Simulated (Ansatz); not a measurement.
System: CH₄B, charge 0, doublet. CH4B (SMILES [BH]C, doublet).
B3LYP-D3(BJ)/def2-TZVP minimum from Ansatz (a program for electronic structure):
```
C
H 1 1.0906
H 1 1.0970 2 109.30
H 1 1.1021 2 107.26 3 -113.97
B 1 1.5376 2 115.98 4 -117.64
H 5 1.1921 1 128.20 2 -169.04
```
Charge 0, spin multiplicity 2.

Atomisation energy term by term, kcal/mol (programs: Ansatz). UHF or UKS for unpaired electrons; spin-orbit terms are left out. Correlated methods leave the cores frozen. Rows without X2C or -DK are non-relativistic. CBS(X,Y): correlation extrapolated as X^-3, Hartree-Fock from the larger set. A bracket is a step between two methods taken in the basis named. 'core' is core correlation in cc-pwCVTZ, 'X2C' scalar relativity in cc-pVTZ-DK, both at CCSD(T). For partners of very few electrons the exact lower level stands in for a higher one.

```tsv
term	basis	kcal/mol
Hartree-Fock	cc-pVQZ	380.11
CCSD correlation	CBS(cc-pVTZ,cc-pVQZ)	92.45
(T)	CBS(cc-pVTZ,cc-pVQZ)	4.42
CCSDT(Q) - CCSD(T)	cc-pVTZ	0.09
core correlation	cc-pwCVTZ	2.05
scalar relativity	X2C, cc-pVTZ-DK	-0.25
sum: De		478.9
```

The step beyond CCSD(T) by other levels: CCSDT(Q) in cc-pVDZ 0.18 kcal/mol.
